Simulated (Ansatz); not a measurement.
CH₂ClNOSi, SMILES `O[Si]1(Cl)C=N1`. Total charge 0; spin multiplicity 1. Geometry: relaxed with PBE0-D4/def2-TZVP. It is one conformer, not always the lowest.

```xyz
7

O    -1.123   -0.997   -0.943
Si   -0.453    0.216   -0.099
Cl   -1.736    1.763   -0.228
C     1.219    0.370    0.394
N     0.461   -0.055    1.363
H    -0.665   -1.841   -0.923
H     2.297    0.545    0.436
```

Question: What is the dipole moment at PBE/def2-TZVPP? (Best estimate.)

Answer: Computed: 2.16 D, with components (1.21, -1.06, -1.44) D in this frame, pointing from negative to positive charge.

Question: And with r2SCAN, B3LYP, ωB97M-V? (Estimate.)

Answer: Ansatz gave: r2SCAN 2.24 D, B3LYP 2.25 D, ωB97M-V 2.27 D.

Question: Give the Mulliken charges with PBE, B3LYP, ωB97M-V in def2-TZVPP. (An estimate is asked.)

Answer: Computed: 
```csv
atom,PBE,B3LYP,ωB97M-V
O1,-0.32,-0.36,-0.34
Si2,0.46,0.58,0.56
Cl3,-0.18,-0.20,-0.17
C4,-0.05,-0.07,-0.07
N5,-0.24,-0.29,-0.30
H6,0.20,0.20,0.19
H7,0.12,0.13,0.13
```

B3LYP here is the variant with VWN-RPA as its local correlation; programs differ in this.
